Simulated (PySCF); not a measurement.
NiH (doublet state).
Atom-mapped SMILES: `[NiH:1]` (hydrogens: H2 on Ni1)

Geometry (PBE0-D3(BJ)/def2-SVP, Å), atoms numbered from 1 in this order:
```
atom  x, y, z in Å
Ni1    0.7636   -0.0063   -0.0050
H2    -0.7581    0.0088   -0.0233
```

Method used: PBE0-D3(BJ)/def2-SVP geometry optimisation, gas phase (PySCF 2.14.0).

Take the most abundant isotopes and a rigid rotor. 

**Question.** What are the moment of inertia and the rotational constant?

**Answer.** I = 2.294 u·Å², B = 505379 MHz·u·Å²/I = 220268 MHz (7.3473 cm⁻¹, or 10.571 K as hB/k). For two atoms I = μr² with μ = 0.9906 u and r = 1.5219 Å.

If the electronic state has orbital angular momentum about the axis (Π, Δ; not determined here), the simple ladder of levels BJ(J+1) doesn't apply.

PBE0-D3(BJ)/def2-SVP frequencies: not computed here. ⟨S²⟩ = 0.769 (exact for a doublet: 0.75). Zero-point vibration and centrifugal distortion are left out.

On one thread, Arm Neoverse V2 (shared host), this took 1.9 s wall. This is the geometry optimisation.
